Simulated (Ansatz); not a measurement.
Total energies of `Cc1cc(-c2sc(-c3sc(-c4sc(N(C)C)cc4C)cc3C)cc2C)sc1C#N` from Ansatz at PBE0-D4/def2-TZVP, gas phase (1 Eh = 27.2114 eV = 2625.5 kJ/mol). The reference geometry is relaxed at PBE-D4/def2-SVP.

| state | geometry | energy (Eh) |
| --- | --- | --- |
| charge 0 singlet | reference | -2590.68205 |
| charge 1 doublet | reference | -2590.46201 |
| charge -1 doublet | reference | -2590.72585 |
| free C atom (triplet) | – | -37.80537 |
| free S atom (triplet) | – | -397.97371 |
| free N atom (quartet) | – | -54.54382 |
| free H atom (doublet) | – | -0.50104 |

Single mean-field runs in def2-TZVP are fitted with def2-universal-jkfit.

Work out the vertical ionisation energy to the doublet.

E(charge 1 doublet) − E(charge 0 singlet) = -2590.46201 − (-2590.68205) = 0.22004 Eh = 5.99 eV. For comparison, −ε of the highest occupied level is 4.93 eV at this level, 1.06 eV less.

Work out the vertical electron affinity, to the doublet.

E(charge 0 singlet) − E(charge -1 doublet) = -2590.68205 − (-2590.72585) = 0.04380 Eh = 1.19 eV. The basis lacks diffuse functions, which makes affinities too small.

Give the fundamental gap IE − EA, the Mulliken electronegativity (IE + EA)/2 and the hardness (IE − EA)/2.

From the values in Eh: IE − EA = 0.22004 − 0.04380 = 0.17624 Eh = 4.80 eV; (IE + EA)/2 = 3.59 eV; (IE − EA)/2 = 2.40 eV. The HOMO–LUMO gap of the same run is 2.77 eV, 2.03 eV smaller than the fundamental gap.

What is the binding energy per atom against free atoms?

Atoms: 23 × (-37.80537) + 4 × (-397.97371) + 2 × (-54.54382) + 22 × (-0.50104) = -2581.52887 Eh. Binding: -2581.52887 − (-2590.68205) = 9.15318 Eh = 249.07 eV, or 4.88 eV for each of 51 atoms (no zero-point energy, no counterpoise term).
